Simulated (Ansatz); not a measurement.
A run for Ansatz (a first-principles code): R-CCSD(T)/aug-cc-pVTZ on CH4OSe (a complex), monomers drawn apart or pushed together. The run froze 16 orbitals, filled d shells among them.

Ansatz 0.2 input:
```yaml
crystal:
  periodic: [false, false, false]
  atoms:
    - {symbol: C, position_ang: [0.35369503, 0.06697859, -0.32921508]}
    - {symbol: O, position_ang: [1.08376514, -0.66806895, 0.27787216]}
    - {symbol: H, position_ang: [0.20414094, -0.03381530, -1.42102299]}
    - {symbol: H, position_ang: [-0.20388032, 0.87851390, 0.17369570]}
    - {symbol: Se, position_ang: [0.84378335, 0.59649960, 2.89403267]}
    - {symbol: H, position_ang: [0.40348602, -0.80308906, 2.87477669]}
    - {symbol: H, position_ang: [0.19743140, 0.83194940, 4.19589423]}
basis:
  gaussian:
    orbitals: aug-cc-pVTZ
magnetization: {spin_polarized: false}
correlation: {method: ccsd_t, electrons: outside_noble_gas}
scf: {lower_state_search: off}
```

**Question.** What total energy does the run end on?

**Answer.** -2515.5968 hartree (reference determinant -2514.9605, T1 diagnostic 0.014).

**Question.** How many basis functions does it have, and what does it roughly cost on one machine?

**Answer.** 243 functions; roughly 8 core-minutes.
